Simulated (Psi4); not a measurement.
Relaxed torsion scan: SMILES O/C=C\S. Scanned: dihedral C2–C3–S4–H8; all other coordinates were relaxed at B3LYP-D3(BJ)/def2-SVP. Points at φ and −φ are mirror images. Heavy atoms are numbered in the order of the SMILES O/C=C\S, hydrogens after them in the order of the atoms that carry them; the mirror image has the same energies with the sign of each dihedral reversed.

Methods: PBE/def2-TZVP // B3LYP-D3(BJ)/def2-SVP (Psi4); PBE-D3(BJ)/def2-TZVP // B3LYP-D3(BJ)/def2-SVP (Psi4); PBE0/def2-TZVP // B3LYP-D3(BJ)/def2-SVP (Psi4); MP2/cc-pVTZ = DF-MP2 (frozen core)/cc-pVTZ // B3LYP-D3(BJ)/def2-SVP run with Psi4.

Energies relative to the lowest point of each profile, in kcal/mol; the last columns give the difference from MP2:

```tsv
φ / °	PBE/def2-TZVP	PBE-D3(BJ)/def2-TZVP	PBE0/def2-TZVP	MP2/cc-pVTZ	PBE/def2-TZVP − MP2/cc-pVTZ	PBE-D3(BJ)/def2-TZVP − MP2/cc-pVTZ	PBE0/def2-TZVP − MP2/cc-pVTZ
-150	2.3	2.4	2.3	2.2	0.1	0.2	0.2
-120	0.3	0.4	0.3	0.3	0.1	0.1	0.0
-90	0.0	0.0	0.0	0.0	0.0	0.0	0.0
-60	1.2	1.2	1.4	1.1	0.1	0.1	0.2
-30	3.2	3.2	3.5	3.0	0.3	0.2	0.5
0	5.1	5.1	5.4	5.0	0.1	0.1	0.4
30	3.2	3.2	3.5	3.0	0.3	0.2	0.5
60	1.2	1.2	1.4	1.1	0.1	0.1	0.2
90	0.0	0.0	0.0	0.0	0.0	0.0	0.0
120	0.3	0.4	0.3	0.3	0.1	0.1	0.0
150	2.3	2.4	2.3	2.2	0.1	0.2	0.2
180	4.1	4.2	4.2	3.9	0.2	0.3	0.3
```

PBE/def2-TZVP is furthest from MP2/cc-pVTZ at -30 (0.3 kcal/mol, above); its mean absolute difference over the points is 0.1 kcal/mol.

PBE-D3(BJ)/def2-TZVP is furthest from MP2/cc-pVTZ at 180 (0.3 kcal/mol, above); its mean absolute difference over the points is 0.1 kcal/mol.

PBE0/def2-TZVP is furthest from MP2/cc-pVTZ at -30 (0.5 kcal/mol, above); its mean absolute difference over the points is 0.2 kcal/mol.
